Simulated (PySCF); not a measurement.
# InCl2: breathing scan

Computed with PySCF, UPBE0, basis In def2-TZVP with ECP28, Cl def2-TZVP (scalar-relativistic core potentials, no spin–orbit coupling, density fitting).

Rigid scan from the doublet minimum (In–Cl 2.353 Å (×2); Cl–In–Cl 119.5°). Coordinate: all bonds to the central atom scaled together. Energies in kJ/mol from the minimum.

Problem. Predict the curve at 0.88, 0.92, 0.96, 1.00, 1.04, 1.08, 1.14, 1.22, 1.35.

Solution. 
```tsv
scale of all bonds to the centre	E (kJ/mol)	dipole size (D)	⟨S²⟩
0.88	138.5	1.23	0.75
0.92	52.6	1.68	0.75
0.96	11.3	2.13	0.75
1.00	0.0	2.57	0.75
1.04	8.5	2.99	0.76
1.08	29.4	3.37	0.76
1.14	72.9	3.85	0.76
1.22	136.5	4.34	0.77
1.35	225.6	4.94	0.77
```

With an element this heavy the missing spin–orbit coupling can shift these numbers.

Other isomers or separated fragments may lie lower.
